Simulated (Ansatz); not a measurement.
`C[SiH](Cl)[SiH2]O` + CH₃OH → `CO[SiH](C)Cl` + `O[SiH3]`  (cleavage of the Si–Si bond)

Gas-phase electronic energies from Ansatz, PBE0-D4/def2-TZVP geometries. CCSD(T)/CBS adds triple-zeta CCSD(T) − MP2 to the extrapolated MP2 energy (def2 sets, frozen cores). This one scheme is used for every species. Functionals use def2-TZVPP. B3LYP here is the variant with VWN-RPA as its local correlation; programs differ in this. One conformer a species, not always the lowest.

| level | ΔE (kJ/mol) | difference from CCSD(T)/CBS |
| --- | --- | --- |
| r2SCAN-D4 | -112.3 | 4.2 |
| B3LYP-D4 | -114.7 | 1.8 |
| ωB97X-V | -115.0 | 1.5 |
| ωB97M-V | -120.5 | -4.0 |
| B2PLYP | -122.0 | -5.5 |
| PBE | -92.6 | 23.9 |
| r2SCAN | -112.6 | 3.9 |
| PBE0 | -100.2 | 16.3 |
| B3LYP | -116.8 | -0.3 |
| CCSD/def2-TZVPP | -121.5 | -5.0 |
| HF/def2-QZVPP | -140.4 | -23.9 |
| MP2/def2-QZVPP | -125.3 | -8.8 |
| SCS-MP2/def2-QZVPP | -127.6 | -11.1 |
| HF/CBS(def2) | -140.6 | -24.1 |
| MP2/CBS(def2) | -123.7 | -7.2 |
| CCSD/CBS(def2) | -119.1 | -2.6 |
| CCSD(T)/CBS | -116.5 | 0 |

Largest T1 diagnostic among the species: 0.011.

In def2-TZVPP, CCSD(T) changes the Hartree–Fock value by +19.8 kJ/mol (the triples alone add +2.6 kJ/mol) and MP2 by +12.6 kJ/mol. From PBE to PBE0 (25 % exact exchange), in def2-TZVPP and without D4, ΔE moves by −7.6 kJ/mol.
